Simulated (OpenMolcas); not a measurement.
What dynamic correlation does to the levels of Rh III

```yaml
Program: OpenMolcas 26.06
Basis: ANO-RCC-VTZP [7s6p4d2f1g]
Scalar_Hamiltonian: DKH2, point nucleus
Active_space: 7 electrons in 5 orbitals (4d)
State_averaging: 2S+1 = 4 even, 10 roots; 2S+1 = 2 even, 40 roots
Spin-orbit_coupling: state interaction with AMFI integrals over the reference wave functions, term energies averaged over their components
```

Methods on the same reference wave functions:
A. CASSCF
B. SS-CASPT2, IPEA 0.25 Eh, imaginary shift 0.1 Eh (closed shells correlated: 4s 4p)
C. MS-CASPT2, IPEA 0.25 Eh, imaginary shift 0.1 Eh (closed shells correlated: 4s 4p)
D. XMS-CASPT2, IPEA 0.25 Eh, imaginary shift 0.1 Eh (closed shells correlated: 4s 4p)

Energies in cm-1 above 4d7 4F 9/2, the measured ground level; measured values from the list in Shadmi, J. Res. Natl. Bur. Stand. 70A, 435 (1966).

```json
{"Level": "4d7 4F 9/2", "A": "0.0", "B": "0.0", "C": "0.0", "D": "0.0", "Measured": "0.0"}
{"Level": "4d7 4F 7/2", "A": "2066", "B": "2090", "C": "2090", "D": "2080", "Measured": "2148"}
{"Level": "4d7 4F 5/2", "A": "3432", "B": "3420", "C": "3420", "D": "3420", "Measured": "3486"}
{"Level": "4d7 4F 3/2", "A": "4313", "B": "4270", "C": "4270", "D": "4270", "Measured": "4322"}
{"Level": "4d7 4P 5/2", "A": "14980", "B": "11800", "C": "11800", "D": "11620", "Measured": "11062"}
{"Level": "4d7 4P 3/2", "A": "15061", "B": "11980", "C": "11740", "D": "11670", "Measured": "10997"}
{"Level": "4d7 2G 9/2", "A": "15551", "B": "13610", "C": "13640", "D": "14250", "Measured": ""}
{"Level": "4d7 4P 1/2", "A": "16416", "B": "13280", "C": "13190", "D": "13040", "Measured": ""}
{"Level": "4d7 2G 7/2", "A": "17617", "B": "15680", "C": "15680", "D": "16290", "Measured": ""}
{"Level": "4d7 2P 3/2 [54 %]", "A": "20400", "B": "17460", "C": "16760", "D": "17040", "Measured": ""}
{"Level": "4d7 2H 11/2", "A": "20600", "B": "18070", "C": "18410", "D": "19040", "Measured": ""}
{"Level": "4d7 2P 1/2", "A": "22508", "B": "19800", "C": "18640", "D": "19010", "Measured": ""}
{"Level": "4d7 2D 5/2(1)", "A": "22529", "B": "19130", "C": "19140", "D": "19490", "Measured": ""}
{"Level": "4d7 2H 9/2", "A": "22631", "B": "20160", "C": "20470", "D": "21090", "Measured": ""}
{"Level": "4d7 2D 3/2(1) [66 %]", "A": "25986", "B": "22790", "C": "22440", "D": "22740", "Measured": ""}
{"Level": "4d7 2F 5/2", "A": "34263", "B": "28010", "C": "28010", "D": "28460", "Measured": ""}
{"Level": "4d7 2F 7/2", "A": "35245", "B": "29040", "C": "29040", "D": "29500", "Measured": ""}
{"Level": "4d7 2D 3/2(2)", "A": "53444", "B": "44640", "C": "44670", "D": "44730", "Measured": ""}
{"Level": "4d7 2D 5/2(2)", "A": "54438", "B": "45660", "C": "45650", "D": "45630", "Measured": ""}
```

Deviations, from unrounded energies. A percentage is the sum of absolute deviations over the sum of measured energies, with the sign that they share, or ± where signs differ.

```csv
Against measurement,Levels,A,B,C,D
mean absolute deviation (cm-1),5,1600,380,330,280
fine structure of the ground term (%),3,-1.4,-1.7,-1.7,-1.9
other terms of the ground configuration (%),2,+36.2,+7.8,+6.7,+5.6
```

D lies closest to measurement on these levels and A furthest from it. The largest miss of D in the table is 4d7 4P 3/2, by +670 cm-1. The ranking rests on the paired levels alone, and a cruder setting can come out closer through cancelling errors.

Among B to D the level of the table that moves most is 4d7 2P 1/2, by 1200 cm-1 (lowest in C, highest in B). Moves below CASPT2's spread within the term are not significant.

The mean deviations of B to D differ by less than CASPT2's widest spread within a term (3100 cm-1), so their order carries little weight.

From A to B the spin-free energies of the other terms of 4d7 shown, above 4F, scale by factors of 0.77 to 0.87, as is usual when dynamic correlation screens the repulsion within a d or f shell.

The lowest spin-free term lies below A's lowest term by 0.470 hartree in B, 0.470 hartree in C, 0.477 hartree in D.

CASPT2 breaks the degeneracy within a term, and the mean is taken; among the terms shown or strongly mixed into the levels shown the widest spread is 3100 cm-1 (4d7 2H, D). Levels of configurations with an s electron are missing; early in the row they begin among the upper levels of the d shell and mix with terms of their name. The CASPT2 spread within a term exceeds the gap to the next term for 4d7 2P and 4d7 2H, so the order of their levels is uncertain (figures for B; the like holds for D). Without dynamic correlation excited terms often stand tens of per cent too high (terms of higher spin than the ground term too low), and those without a measured partner can miss by more than the paired ones (holds for A). Computed and measured levels are paired by configuration, term and J; levels that our copy of the source lacks, or whose pairing is in doubt (as where it misses far off the trend of its configuration), stay unpaired and out of the deviations. Only configurations of the active space appear.

A share in square brackets marks a mixed level and gives the weight of the term that names it, the lowest over the columns. A number in round brackets counts repeated terms of one configuration in the order of the reference energies.
